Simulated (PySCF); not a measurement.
Mo(NH)2(F)(OH) (FH3MoN2O), SMILES [OH][Mo](=[NH])([F])=[NH], multiplicity 1.

Geometry: PBE-D3(BJ)/def2-SVP. The multiplicity is an assumed one; no other spin state was optimised. The structure was generated by enumeration; whether it is a known compound was not checked. The def2 effective core potentials stand for the cores of Mo; spin–orbit coupling is left out. One conformer was computed; it need not be the lowest.

Method: TDA-PBE/def2-SVPD in PySCF.

Vertical excitations. Isolated molecule, no solvent.

Problem. List the lowest excited states. (The exact figures need the calculation; the answer reports its results.)

Solution. 
```csv
state,energy (eV),λ (nm),f,main pairs
S1,4.28,290,0.005,"HOMO→LUMO 66 %, HOMO−1→LUMO 16 %, HOMO→LUMO+1 14 %"
S2,4.48,277,0.006,"HOMO−1→LUMO 48 %, HOMO−1→LUMO+1 19 %, HOMO→LUMO 15 %, HOMO→LUMO+1 10 %"
S3,4.56,272,0.004,"HOMO→LUMO+1 68 %, HOMO−1→LUMO 27 %"
S4,4.95,250,0.003,"HOMO−1→LUMO+1 51 %, HOMO→LUMO+2 26 %"
S5,5.07,244,0.000,HOMO−2→LUMO 80 %
S6,5.26,235,0.004,"HOMO→LUMO+3 30 %, HOMO→LUMO+2 21 %, HOMO−1→LUMO+2 16 %, HOMO−3→LUMO 14 %"
S7,5.35,232,0.008,"HOMO−3→LUMO 52 %, HOMO−2→LUMO+1 21 %, HOMO−1→LUMO+2 10 %, HOMO→LUMO+2 10 %"
S8,5.41,229,0.005,"HOMO→LUMO+3 50 %, HOMO−1→LUMO+3 25 %"
S9,5.47,227,0.002,"HOMO−1→LUMO+2 36 %, HOMO−3→LUMO+1 35 %, HOMO−2→LUMO+1 14 %, HOMO→LUMO+3 7 %"
S10,5.49,226,0.007,"HOMO−3→LUMO+1 44 %, HOMO−1→LUMO+2 26 %, HOMO−1→LUMO+3 14 %"
T1,3.72,333,0,HOMO→LUMO 86 %
T2,4.01,309,0,"HOMO−1→LUMO 50 %, HOMO→LUMO+1 48 %"
T3,4.11,302,0,"HOMO−1→LUMO+1 42 %, HOMO→LUMO+1 25 %, HOMO−1→LUMO 18 %, HOMO→LUMO 10 %"
T4,4.29,289,0,"HOMO−1→LUMO+1 47 %, HOMO−1→LUMO 24 %, HOMO→LUMO+1 20 %"
```
Triplets are in the Tamm–Dancoff approximation.
